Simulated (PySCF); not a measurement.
GeO₂, SMILES [O]=[Ge]=[O]. The structure is a stationary point at PBE-D3(BJ)/def2-TZVP.

Computed equilibrium geometry at PBE-D3(BJ)/def2-TZVP (PySCF confirms it by a frequency run) as a Z-matrix, and its point group:
point group D∞h.
```
Ge
O 1 1.6364
O 1 1.6364 2 180.00
```
Charge 0, spin multiplicity 1.
